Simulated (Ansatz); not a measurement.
Consider the formal exchange of groups at a Ge–C bond: `O[CH](Cl)[GeH3]` + `CN[SiH2][SiH3]` → `[SiH3][SiH2][NH][GeH3]` + `CC(O)Cl`.

Program: Ansatz. Geometries: PBE0-D4/def2-TZVP. ΔE: electronic, gas phase. CBS: MP2 limit from def2 TZ/QZ plus the TZ coupled-cluster correction, frozen cores. Functionals use def2-TZVPP. B3LYP here is the variant with VWN-RPA as its local correlation; programs differ in this. HSE06 is defined as in plane-wave codes. For Ge outer-core shells are correlated without core-valence functions, which leaves a few kJ/mol of doubt a bond. Scalar relativity is left out up to krypton. One conformer a species, not always the lowest.

| level | ΔE (kJ/mol) | difference from CCSD(T)/CBS |
| --- | --- | --- |
| revPBE-D4 | -86.1 | 11.9 |
| r2SCAN-D4 | -96.3 | 1.7 |
| PBE0-D4 | -92.8 | 5.2 |
| B3LYP-D4 | -92.0 | 6.0 |
| BHLYP-D4 | -99.6 | -1.6 |
| ωB97X-V | -95.9 | 2.1 |
| B2PLYP | -97.6 | 0.4 |
| PBE0 | -92.9 | 5.1 |
| B3LYP | -92.0 | 6.0 |
| HSE06 | -92.9 | 5.1 |
| BHLYP | -99.7 | -1.7 |
| CCSD(T)/def2-SVP | -100.6 | -2.6 |
| MP2/def2-TZVPP | -104.1 | -6.1 |
| CCSD(T)/def2-TZVPP | -100.5 | -2.5 |
| SCS-MP2/def2-QZVPP | -102.0 | -4.0 |
| HF/CBS(def2) | -108.1 | -10.1 |
| CCSD(T)/CBS | -98.0 | 0 |

Largest T1 diagnostic among the species: 0.012.

From BLYP to BHLYP (50 % exact exchange), in def2-TZVPP and without D4, ΔE moves by −13.1 kJ/mol. Leaving LDA and LC-ωPBE aside and taking each functional with its dispersion term where it has one, the values, not all of them listed here, spread over 15.7 kJ/mol, from B97M-V to revPBE-D4. In def2-TZVPP, CCSD(T) changes the Hartree–Fock value by +7.4 kJ/mol (the triples alone add +0.6 kJ/mol) and MP2 by +3.7 kJ/mol.
